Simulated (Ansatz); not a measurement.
Ideal-gas functions of CH4FNOZn, SMILES `[NH2][Zn][O]CF` at 400 K and 1 bar, from an Ansatz frequency run at PBE0-D4/def2-TZVP.

Molar mass 130.44 g/mol, point group C1 (symmetry number 1), electronic degeneracy 1, moments of inertia 52.405, 237.394, 285.735 u Å². Harmonic wavenumbers (cm⁻¹, unscaled): 32, 92, 100, 138, 161, 467, 496, 631, 714, 786, 908, 1160, 1233, 1247, 1418, 1542, 1564, 3007, 3056, 3555, 3646.

Use S(trans) = R[1.5 ln M + 2.5 ln T − 1.1517]; rotational temperatures θ = 24.2544 K / I; S(rot) = R[ln(√π/σ · √(T³/θAθBθC)) + 1.5]; for each mode x = 1.438777 ν̃/T, S = R[x/(eˣ − 1) − ln(1 − e⁻ˣ)] and H = RT x/(eˣ − 1); 1 cm⁻¹ = 0.0119627 kJ/mol; R = 8.31446 J/(mol·K).

Q: By hand: the entropy, in J/(mol·K).

A: Translation 175.7. Rotation: θ = 0.4628, 0.1022, 0.0849 K, giving 114.9. Vibration, mode by mode: 26.29, 17.55, 16.86, 14.22, 12.97, 4.92, 4.52, 3.08, 2.44, 1.99, 1.40, 0.67, 0.54, 0.52, 0.31, 0.21, 0.20, 0.00, 0.00, 0.00, 0.00, in all 108.7. Electronic 0.0. Sum 399.3 J/(mol·K).

Q: By hand: H − E and G − E in kJ/mol, counted from the electronic energy.

A: Zero-point energy ½ × 25953 × 0.0119627 = 155.2; thermal vibration 19.6; translation, rotation and pV give 4 RT = 13.3. H − E = 188.1 kJ/mol, and G − E = 188.1 − 400 × 399.3/1000 = 28.4 kJ/mol.

Vibration gives 27 % of the entropy, 74.9 J/(mol·K) of it from the modes under 150 cm⁻¹: soft modes count most, and the harmonic formula is weakest for them. The sum counts one conformer and one mirror image; others add a mixing term.
